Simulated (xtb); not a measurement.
xtb input:

```bash
xtb mol.xyz --gfn 2 --ohess tight --chrg -1 --uhf 0
```
mol.xyz:
```
7

F      1.87220224     1.20803360     0.44710665
Si     1.26068141    -0.13388137    -0.46919584
Si    -1.01744813     0.08760007     0.31190033
F     -1.99388100    -1.19633004    -0.36425984
H      1.50638605    -1.25294476     0.55221859
H     -1.42673914     0.05039745     1.72778181
H     -1.73079308     1.30270810    -0.17646050
```

What final total energy does it print?

-14.73652 Eh (GFN2-xTB).

It need not be the lowest isomer of its formula. Whether it binds its extra electron was not tested at this geometry.
